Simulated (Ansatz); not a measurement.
Consider the redistribution: `ClB1NCO1` + `NBCl` → `NB1NCO1` + `ClBCl`.

Isolated molecules relaxed with PBE0-D4/def2-TZVP in Ansatz; ΔE leaves out vibrations. CCSD(T)/CBS is the MP2 limit (def2-TZVPP, def2-QZVPP) plus CCSD(T) − MP2 in def2-TZVPP, frozen cores. This one scheme is used for every species. Functionals use def2-TZVPP. B3LYP here is the variant with VWN-RPA as its local correlation; programs differ in this. HSE06 is defined as in plane-wave codes. One conformer a species, not always the lowest.

Q: Is it downhill or uphill in electronic energy at CCSD(T)/CBS, and by how much? (Estimate.)

A: Computed: Uphill: ΔE = +43.8 kJ/mol.

Q: What do these levels give: B97M-V, B3LYP-D4, r2SCAN0-D4, CAM-B3LYP-D4, BLYP, r2SCAN0, HSE06, MP2/def2-SVP, HF/def2-TZVPP, CCSD/def2-TZVPP, HF/def2-QZVPP, CCSD/CBS(def2)? (Best estimate.)

A: The calculation gave: B97M-V 44.3, B3LYP-D4 44.2, r2SCAN0-D4 44.0, CAM-B3LYP-D4 44.9, BLYP 44.5, r2SCAN0 43.9, HSE06 44.3, MP2/def2-SVP 49.3, HF/def2-TZVPP 39.7, CCSD/def2-TZVPP 43.2, HF/def2-QZVPP 39.5, CCSD/CBS(def2) 42.9 kJ/mol.

Largest T1 diagnostic among the species: 0.013.

In def2-TZVPP, CCSD(T) changes the Hartree–Fock value by +4.4 kJ/mol (the triples alone add +1.0 kJ/mol) and MP2 by +5.3 kJ/mol. Leaving LDA and LC-ωPBE aside and taking each functional with its dispersion term where it has one, the values, not all of them listed here, spread over 2.4 kJ/mol, from BHLYP-D4 to PBE-D4. At CCSD(T), def2-SVP lies +3.9 kJ/mol from the extrapolated value and def2-TZVPP +0.3 kJ/mol.
